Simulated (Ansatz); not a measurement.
Reaction (ligand exchange at the Al–O bond): `[F][AlH][O][SiH3]` + H₂Se → `[F][AlH][SeH]` + `O[SiH3]`

Gas-phase electronic energies from Ansatz, PBE0-D4/def2-TZVP geometries. CBS: MP2 limit from def2 TZ/QZ plus the TZ coupled-cluster correction, frozen cores. This one scheme is used for every species. Functionals use def2-TZVPP. For Se outer-core shells are correlated without core-valence functions, which leaves a few kJ/mol of doubt a bond. Scalar relativity is left out up to krypton. One conformer a species, not always the lowest.

`[F][AlH][O][SiH3]`:

Cartesian coordinates in Å:
```
F 2.277 -1.328 1.199
Al 0.808 -0.659 1.513
O -0.074 -0.011 0.252
Si -0.677 0.534 -1.159
H 0.275 -0.648 2.981
H -1.696 -0.421 -1.668
H -1.316 1.859 -0.948
H 0.403 0.674 -2.170
```

H₂Se:

Cartesian coordinates in Å:
```
Se 0.103 -0.609 -0.294
H -0.273 0.719 -0.790
H 0.169 -0.109 1.084
```

`[F][AlH][SeH]`:

```xyz
5

F    -1.067   -1.209   -1.469
Al   -0.282   -0.561   -0.175
Se    0.425    1.617   -0.415
H    -0.061   -1.430    1.115
H     0.985    1.583    0.944
```

`O[SiH3]`:

Cartesian coordinates in Å:
```
O -0.694 -0.512 -0.949
Si 0.109 0.288 0.248
H -0.441 -1.418 -1.128
H -0.057 -0.385 1.566
H -0.483 1.644 0.298
H 1.567 0.383 -0.036
```

```
  level  ΔE (kJ/mol)
PBE0-D4         33.7
r2SCANh         40.4
```

(1) What does CCSD(T)/CBS give? (Best estimate.)

Largest T1 diagnostic among the species: 0.012.

Answers

(1) Ansatz gave: +41.7 kJ/mol. The listed levels differ from it by -8.0, -1.3 kJ/mol.

At CCSD(T), def2-SVP lies +13.7 kJ/mol from the extrapolated value and def2-TZVPP +4.5 kJ/mol. In def2-TZVPP, CCSD(T) changes the Hartree–Fock value by −7.9 kJ/mol (the triples alone add −2.3 kJ/mol) and MP2 by −9.7 kJ/mol. From BLYP to BHLYP (50 % exact exchange), in def2-TZVPP and without D4, ΔE moves by +4.5 kJ/mol.
